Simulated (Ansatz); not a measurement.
Consider the redistribution: `N=C=C[SiH2][GeH3]` + `F[SiH](F)S` → `N=C=C[SiH3]` + `F[SiH](F)[S][GeH3]`.

Computed with Ansatz on PBE0-D4/def2-TZVP structures; ΔE is electronic, products minus reactants. CBS: MP2 limit from def2 TZ/QZ plus the TZ coupled-cluster correction, frozen cores. DFT in def2-TZVPP. For Ge outer-core shells are correlated without core-valence functions, which leaves a few kJ/mol of doubt a bond. Scalar relativity is left out up to krypton. One conformer a species, not always the lowest.

(1) Is it downhill or uphill in electronic energy at CCSD(T)/CBS, and by how much? (An estimate is asked.)

(2) What do these levels give: r2SCAN-D4, ωB97M-V, r2SCAN, HF/def2-TZVPP, MP2/def2-TZVPP, SCS-MP2/def2-QZVPP? (An estimate is asked.)

Largest T1 diagnostic among the species: 0.015.

Answers

(1) Ansatz gave: Downhill: ΔE = -36.1 kJ/mol.

(2) The calculation gave: r2SCAN-D4 -34.5, ωB97M-V -38.8, r2SCAN -34.3, HF/def2-TZVPP -48.3, MP2/def2-TZVPP -41.7, SCS-MP2/def2-QZVPP -43.6 kJ/mol.

From PBE to PBE0 (25 % exact exchange), in def2-TZVPP and without D4, ΔE moves by −4.0 kJ/mol. The D4 term adds −3.2 kJ/mol with B3LYP and −1.5 kJ/mol with PBE0; it sums over pairs of atoms, weighted by their polarisabilities, and B3LYP, whose exchange is more repulsive, gets the larger term. In def2-TZVPP, CCSD(T) changes the Hartree–Fock value by +12.6 kJ/mol (the triples alone add +0.2 kJ/mol) and MP2 by +6.6 kJ/mol.

B3LYP here is the variant with VWN-RPA as its local correlation; programs differ in this.
